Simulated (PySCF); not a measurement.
# `N#CC[C@@H]1CC[SiH2]1`: 4 charge schemes on one density

C5H9NSi.
SMILES with atom numbers: `[N:1]#[C:2][CH2:3][C@@H:4]1[CH2:5][CH2:6][SiH2:7]1` (hydrogens: H8, H9 on C3; H10 on C4; H11, H12 on C5; H13, H14 on C6; H15, H16 on Si7)

Cartesian coordinates in Å at the PBE0-D3(BJ)/def2-SVP level; atoms count from 1:
```
atom  x, y, z in Å
N1    -2.6836    1.5878    2.0113
C2    -2.2737    1.0478    1.0733
C3    -1.7206    0.3713   -0.0939
C4    -0.2135    0.5532   -0.2152
C5     0.4935   -0.2183   -1.3597
C6     1.8996   -0.4202   -0.7394
Si7    1.0666   -0.2414    0.9549
H8    -2.2411    0.7524   -0.9901
H9    -1.9754   -0.6994   -0.0179
H10    0.0254    1.6276   -0.2990
H11    0.0027   -1.1972   -1.4976
H12    0.4767    0.2898   -2.3391
H13    2.5544    0.4409   -0.9482
H14    2.4315   -1.3376   -1.0252
H15    0.5799   -1.5429    1.5095
H16    1.7029    0.5608    2.0423
```

Density: PBE0/pcSseg-1 (PySCF); schemes: Mulliken, IAO, Hirshfeld and ESP-fitted. The structure is a single PBE0-D3(BJ)/def2-SVP conformer in the gas phase; no vibrational or solvent corrections.

Q: Give the atomic charges in each scheme.

A: In e:

| atom | environment | Mulliken | IAO | Hirshfeld | ESP-fitted |
| --- | --- | --- | --- | --- | --- |
| N1 | nitrile nitrogen | -0.253 | -0.252 | -0.234 | -0.490 |
| C2 | nitrile carbon | +0.057 | +0.138 | +0.083 | +0.446 |
| C3 | sp3 carbon next to a nitrile | -0.125 | -0.285 | -0.041 | -0.507 |
| C4 | sp3 carbon bound to silicon | -0.558 | -0.370 | -0.103 | +0.019 |
| C5 | four-membered-ring carbon | -0.193 | -0.250 | -0.067 | -0.066 |
| C6 | sp3 carbon bound to silicon | -0.494 | -0.539 | -0.160 | -0.385 |
| Si7 | SiH2 silicon | +0.648 | +0.736 | +0.342 | +0.382 |
| H8 | methylene hydrogen | +0.171 | +0.172 | +0.063 | +0.181 |
| H9 | methylene hydrogen | +0.162 | +0.170 | +0.062 | +0.181 |
| H10 | methine hydrogen | +0.160 | +0.145 | +0.041 | +0.076 |
| H11 | methylene hydrogen | +0.126 | +0.130 | +0.041 | +0.069 |
| H12 | methylene hydrogen | +0.140 | +0.135 | +0.038 | +0.048 |
| H13 | methylene hydrogen | +0.147 | +0.146 | +0.041 | +0.113 |
| H14 | methylene hydrogen | +0.148 | +0.148 | +0.040 | +0.116 |
| H15 | Si–H hydrogen | -0.071 | -0.117 | -0.076 | -0.088 |
| H16 | Si–H hydrogen | -0.067 | -0.107 | -0.071 | -0.096 |

Mean size of the charges over all atoms: IAO 0.240 e, Mulliken 0.220 e, ESP-fitted 0.204 e, Hirshfeld 0.094 e. Each set sums to the total charge, 0, to within 0.001 e. The Mulliken scheme counts on each atom the diagonal of the density matrix times the overlap matrix over that atom's basis functions.

Lowest charge. The schemes don't all agree: Mulliken C4 (-0.558); IAO C6 (-0.539); Hirshfeld N1 (-0.234); ESP-fitted C3 (-0.507).

Highest charge. The schemes don't all agree: Mulliken Si7 (+0.648); IAO Si7 (+0.736); Hirshfeld Si7 (+0.342); ESP-fitted C2 (+0.446).

Q: Sum the charges by element, for elements with more than one atom.

A: 
```
element  atoms  Mulliken     IAO  Hirshfeld  ESP-fitted
      C      5    -1.312  -1.307     -0.288      -0.493
      H      9    +0.917  +0.823     +0.180      +0.601
```

Q: How closely do the schemes follow one another over all atoms?

A: Correlation coefficient and root-mean-square difference: Mulliken with IAO 0.97, 0.073 e; IAO with Hirshfeld 0.93, 0.184 e; Mulliken with Hirshfeld 0.89, 0.179 e; Hirshfeld with ESP-fitted 0.80, 0.181 e; IAO with ESP-fitted 0.78, 0.186 e; Mulliken with ESP-fitted 0.66, 0.225 e.

Q: How many electrons does the ESP-fitted scheme count on N1?

A: Z − q = 7 − (-0.490) = 7.490.
